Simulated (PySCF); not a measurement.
A PySCF script (with the pyscf-properties extension) for the spin–spin couplings of Cu(NH3)H ([H][Cu]<-[NH3], CuH$_{4}$N), on a PBE0-D3(BJ)/def2-SVP geometry:

```python
import basis_set_exchange as bse
import numpy as np
from pyscf import gto, dft
from pyscf.data import nist
from pyscf.prop import ssc

atoms = """
Cu   -0.006263    0.003232   -1.260773
N     0.002143   -0.001251    0.718668
H    -0.408992    0.849590    1.105741
H     0.949802   -0.070226    1.092973
H    -0.526066   -0.787185    1.100947
H    -0.010624    0.005841   -2.757545
"""
names = {"Cu": "pcSseg-1", "N": "pcJ-1", "H": "pcJ-1"}
basis = {el: gto.basis.parse(bse.get_basis(n, elements=[el], fmt="nwchem")) for el, n in names.items()}
mol = gto.M(atom=atoms, basis=basis, charge=0, verbose=0)
mf = dft.RKS(mol, xc="PBE")
mf.grids.level = 2
mf.grids.alignment = dft.numint.BLKSIZE   # the property module wants whole blocks of grid points
mf.conv_tol = 1e-9
mf.kernel()

sc = ssc.RKS(mf)
sc.with_fcsd = True   # Fermi contact and spin-dipole together
sc.max_cycle_cphf = 60
g = {"H": 5.58569468, "N": -0.566378}   # nuclear g factors of 1H, 15N
sc.nuc_pair = [(i, j) for i in range(mol.natm) for j in range(i + 1, mol.natm)
               if mol.atom_pure_symbol(i) in g and mol.atom_pure_symbol(j) in g]
K = sc.kernel()
unit = nist.HARTREE2J / nist.PLANCK * (0.5 * nist.E_MASS / nist.PROTON_MASS) ** 2
for (i, j), k in zip(sc.nuc_pair, K):
    a, b = mol.atom_pure_symbol(i), mol.atom_pure_symbol(j)
    J = unit * g[a] * g[b] * np.trace(k) / 3
    if abs(J) >= 1:
        print("%s%d %s%d %8.1f Hz" % (a, i, b, j, J))
```

Question: Give the expected output.

Answer: 
```
N1 H2    -62.1 Hz
N1 H3    -62.1 Hz
N1 H4    -62.1 Hz
N1 H5    -32.4 Hz
H2 H3     -9.1 Hz
H2 H4     -9.1 Hz
H2 H5     -2.1 Hz
H3 H4     -9.1 Hz
H3 H5     -2.2 Hz
H4 H5     -2.1 Hz
```

These numbers come from an equivalent density-fitted implementation of the same equations, which agrees with the script to about 0.1 Hz, so last digits may differ.

Size and cost of the density-fitted run: 112 basis functions, 6.6 s wall time on 1 thread of an Arm Neoverse V1, shared host.
